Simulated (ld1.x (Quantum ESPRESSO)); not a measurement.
# indium (In), ultrasoft: configuration errors across variants

* Element: indium (In)
* Generator: ld1.x (Quantum ESPRESSO) 7.5
* Type: ultrasoft
* Functional: LDA (PZ)
* Relativity: fully relativistic
* Frozen core: [Ar] 3d10
* Valence charge: 21
* Reference configuration: 4s2 4p6 4d10 5s2 5p0.5 (charge +0.5)
* Partial waves: 4s (bound): rcut 1.30, rcutus 1.60 bohr; 5s (bound): rcut 1.30, rcutus 1.60 bohr; 4p (bound): rcut 1.20, rcutus 1.40 bohr; 5p (bound): rcut 1.20, rcutus 1.40 bohr; 4d (bound): rcut 1.45, rcutus 1.70 bohr; 4d channel at -0.35 Ry: rcut 1.45, rcutus 1.70 bohr
* Local potential: all-electron potential smoothed inside 1.10 bohr (lloc = -1)
* Core correction: Bessel-smoothed model core inside 0.70 bohr
* Augmentation charge: built from norm-conserving waves at rcut, not smoothed further

Open shells are filled in proportion to 2j + 1 (rel_dist='average').

All-electron excitation energies from the reference (eV): (1) 4s2 4p6 4d10 5s2 5p1 -2.050; (2) 4s2 4p6 4d10 5s2 5p0 3.555; (3) 4s2 4p6 4d10 5s1 5p0 23.216; (4) 4s2 4p6 4d9 5s2 5p2 16.131; (5) 4s2 4p6 4d10 5s0 5p3 10.084; (6) 4s2 4p5 4d10 5s2 5p1 83.664; (7) 4s2 4p6 4d10 5s1 5p2 3.874.

The overlap operator is not positive definite (basis up to 400 Ry) in “base”, “core correction none”, “core correction Bessel-smoothed model core inside 0.56 bohr”, “core correction Bessel-smoothed model core inside 0.74 bohr”, “core correction Bessel-smoothed model core inside 0.88 bohr”, “core correction Bessel-smoothed model core inside 1.10 bohr”, “core correction Bessel-smoothed model core inside 1.40 bohr”, “core correction Bessel-smoothed model core inside 1.50 bohr”, “core correction Bessel-smoothed model core inside 1.68 bohr”. Such files are unfit for use, however small their errors in these radial tests.

Tests that are not counted but printed errors over 1 eV. “core correction Bessel-smoothed model core inside 0.56 bohr”: 4s2 4p6 4d10 5s0 5p3 (pseudo-atom not self-consistent, printed error +3.4 eV).

The file “base” misses its own reference levels by 2.3 eV. The file “core correction none” misses its own reference levels by 2.1 eV. The file “core correction Bessel-smoothed model core inside 0.56 bohr” misses its own reference levels by 2.3 eV. The file “core correction Bessel-smoothed model core inside 0.74 bohr” misses its own reference levels by 2.3 eV. The file “core correction Bessel-smoothed model core inside 0.88 bohr” misses its own reference levels by 2.3 eV. The file “core correction Bessel-smoothed model core inside 1.10 bohr” misses its own reference levels by 2.2 eV. The file “core correction Bessel-smoothed model core inside 1.40 bohr” misses its own reference levels by 2.1 eV. The file “core correction Bessel-smoothed model core inside 1.50 bohr” misses its own reference levels by 2.1 eV. The file “core correction Bessel-smoothed model core inside 1.68 bohr” misses its own reference levels by 2.1 eV.

Errors AE − PS in meV (a dash: test not solved or not reliable):

| change | (1) | (2) | (3) | (4) | (5) | (6) | (7) | bound ghosts |
| --- | --- | --- | --- | --- | --- | --- | --- | --- |
| base | -62 | +177 | +2560 | -2589 | +2522 | -2317 | +1222 | not determined (overlap not positive) |
| core correction none | -99 | +266 | +2613 | -2619 | +2409 | -2264 | +1116 | not determined (overlap not positive) |
| core correction Bessel-smoothed model core inside 0.56 bohr | -59 | +172 | +2557 | -2584 | – | -2319 | +1231 | not determined (overlap not positive) |
| core correction Bessel-smoothed model core inside 0.74 bohr | -64 | +179 | +2561 | -2591 | +2520 | -2316 | +1217 | not determined (overlap not positive) |
| core correction Bessel-smoothed model core inside 0.88 bohr | -73 | +195 | +2570 | -2602 | +2498 | -2309 | +1190 | not determined (overlap not positive) |
| core correction Bessel-smoothed model core inside 1.10 bohr | -91 | +238 | +2596 | -2617 | +2439 | -2284 | +1140 | not determined (overlap not positive) |
| core correction Bessel-smoothed model core inside 1.40 bohr | -99 | +265 | +2612 | -2619 | +2410 | -2265 | +1118 | not determined (overlap not positive) |
| core correction Bessel-smoothed model core inside 1.50 bohr | -99 | +266 | +2612 | -2619 | +2409 | -2264 | +1117 | not determined (overlap not positive) |
| core correction Bessel-smoothed model core inside 1.68 bohr | -100 | +266 | +2612 | -2619 | +2409 | -2264 | +1116 | not determined (overlap not positive) |

Problem. Give the same row for: core correction Bessel-smoothed model core inside 1.16 bohr.

Solution. -95, +250, +2603, -2618, +2425, -2276, +1129; bound ghosts: not determined (overlap not positive). Its overlap operator is not positive definite in a basis up to 400 Ry (lowest eigenvalue s -0.08), so the file is unfit for use: the generalised eigenproblem breaks down once the basis is large enough, and its test numbers describe a broken file.
